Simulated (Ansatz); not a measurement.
## Strength of the Si–H bond: Si2H6O2 → Si2H5O2 + H

Species: Si2H6O2 `O[SiH2][SiH2]O`, singlet; Si2H5O2 `O[SiH][SiH2]O`, doublet; H atom, doublet. 

Shapes, held fixed at every level: PBE0-D4/def2-TZVP. Flexible molecules stand in one conformer, not always the lowest. Programs: Ansatz 0.2.0. Electronic energies: no zero-point or thermal term.

Task: Estimate ΔE of this reaction.

Result: The highest level, CCSD(T)/CBS estimate, gives ΔE = +397.5 kJ/mol; the levels span +312.6 to +397.5. The column of differences is taken from that level and isn't an error. Hartree–Fock misses the correlation of the pair that is broken and comes out low. No measured value is set beside it here. Open shells run unrestricted unless RO is named. The CBS estimate extrapolates MP2 from def2-TZVPP and def2-QZVPP and adds CCSD(T) − MP2 in the triple-zeta set, cores frozen.

```csv
level,kind,ΔE (kJ/mol),less CCSD(T)/CBS estimate
HF/def2-TZVPP,Hartree–Fock,+312.6,-84.9
PBE0-D4/def2-TZVPP,global hybrid,+373.2,-24.3
wB97M-V/def2-TZVPP,range-separated hybrid,+396.0,-1.5
B2PLYP/def2-TZVPP,double hybrid,+386.2,-11.3
MP2/def2-TZVPP,perturbation theory,+383.2,-14.3
CCSD(T)/def2-TZVPP,coupled cluster or CI,+391.1,-6.4
CCSD/def2-TZVPP,coupled cluster or CI,+391.0,-6.5
CCSD(T)/CBS estimate,coupled cluster or CI,+397.5,0.0
```
